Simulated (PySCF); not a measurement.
Computed Raman spectrum (relative Raman activity) of a molecule C3H7BO2. Geometry: B3LYP-D3(BJ)/def2-SVP. Other conformers were not sampled. Computed with PySCF 2.14.0 with B3LYP-D3(BJ)/def2-SVP. Harmonic, unscaled wavenumbers; measured fundamentals usually lie a few per cent lower.

ν (cm⁻¹): 404 (vw), 836 (vw), 956 (w), 964 (vw), 1092 (vw), 1166 (vw), 1189 (w), 1204 (w), 1259 (w), 1323 (w), 1381 (vw), 1406 (w), 1428 (m), 1456 (w), 1501 (w), 2915 (vs), 3026 (s), 3053 (vs), 3078 (vs), 3116 (s), 3136 (s), 3810 (m) (against the strongest line: vs over 80 %, s over 45 %, m over 15 %, w over 4 %, vw less)

### Question
Which molecule gave these data?
A) C[C@@H]1COB1O
B) CB(O)C(C)=O
C) C=CB(O)CO
D) OCB1CCO1

### Answer
D, OCB1CCO1
